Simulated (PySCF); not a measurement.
**Working with the constants of ReO**

BLYP constants of ReO, ⁶Σ⁺ (sextet), unpaired electrons σ ↑, π ↑↑, δ ↑↑ (Re def2-TZVPP with ECP60, O def2-TZVPP; scalar-relativistic core potentials (PySCF 2.14); masses 186.9558 and 15.9949 u):

```
ωe                     : 876.6 cm⁻¹
ωexe                   : 3.52 cm⁻¹
Be                     : 0.36868 cm⁻¹
αe                     : 0.00197 cm⁻¹
D (centrifugal)        : 2.61e-07 cm⁻¹
De to Re (5d5 6s2) + O : 5.41 eV
```

Task: Give the vibrational terms G(v) and spacings up to v = 6.

Result: G(v) = ωe(v+½) − ωexe(v+½)².

| v | G(v) (cm⁻¹) | G(v) − G(v−1) | Bv (cm⁻¹) |
| --- | --- | --- | --- |
| 0 | 437.4 |  | 0.3677 |
| 1 | 1307.0 | 869.6 | 0.3657 |
| 2 | 2169.5 | 862.5 | 0.3638 |
| 3 | 3025.0 | 855.5 | 0.3618 |
| 4 | 3873.4 | 848.4 | 0.3598 |
| 5 | 4714.8 | 841.4 | 0.3578 |
| 6 | 5549.2 | 834.4 | 0.3559 |

Task: How well does the Morse estimate ωe²/(4ωexe) reproduce De, and what is D0?

Result: It gives 6.77 eV, 125 % of the computed De. D0 = De − G(0) = 5.41 − 0.05 = 5.36 eV.

The metal atom is held in its measured ground configuration; semilocal functionals can put another filling of s and d lower by some tenths of an eV, and De to that atom would be smaller. Spin–orbit coupling is left out, which matters for elements this heavy, above all for dissociation energies. With d or f electrons several states lie close, and the lowest PBE0 determinant need not be the measured ground state.
